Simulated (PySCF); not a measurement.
# Functional benchmark on one molecule

Molecule: `O=C(F)c1cccs1`, C₅H₃FOS.

Geometry:
```csv
atom,x (Å),y (Å),z (Å)
O1,2.728,1.346,-0.528
C2,2.091,0.354,-0.393
F3,2.666,-0.857,-0.477
C4,0.662,0.241,-0.129
C5,-0.101,-0.900,0.015
C6,-1.461,-0.606,0.264
C7,-1.699,0.749,0.303
S8,-0.287,1.672,0.040
H9,0.322,-1.901,-0.059
H10,-2.238,-1.357,0.409
H11,-2.650,1.252,0.477
```

Geometry PBE0-D3(BJ)/def2-SVP throughout; GIAO in PySCF, gas phase, one conformer, non-relativistic; equivalent atoms averaged; basis pcSseg-1.

Reference values (measured; solution, CDCl3; Marie Gonay, Chloé Batisse, Jean-François Paquin, Synthesis of Acyl Fluorides from Carboxylic Acids Using NaF-Assisted Deoxofluorination with XtalFluor-E, J. Org. Chem. 2020, 85, 10253−10260): δ(F3) = 24.3 ppm vs CFCl3. Computed shifts are taken against CFCl3, calculated as an isolated molecule at each level.

Question: How do the functionals PBE, KT2, KT3, B3LYP, CAM-B3LYP, LC-wPBE perform against the reference? Times are CPU seconds on 1 thread of an Arm Neoverse V2, shared host; the GGAs took longer than the global hybrids here, which isn't the general rule, and the cause wasn't traced.

Answer: 
```
functional                    kind    F3  abs. error F  core-s
       PBE                     GGA   7.2          17.1      19
       KT2                     GGA  -9.6          33.9      19
       KT3                     GGA  -2.2          26.5      19
     B3LYP           global hybrid  15.0           9.3      12
 CAM-B3LYP  range-separated hybrid  26.0           1.7      17
   LC-wPBE  range-separated hybrid  40.3          16.0      23
```

For ¹⁹F the closest is CAM-B3LYP (1.7 ppm) and the furthest KT2 (33.9 ppm). One molecule is a small sample, and vibrational and solvent effects are absent from the calculation.
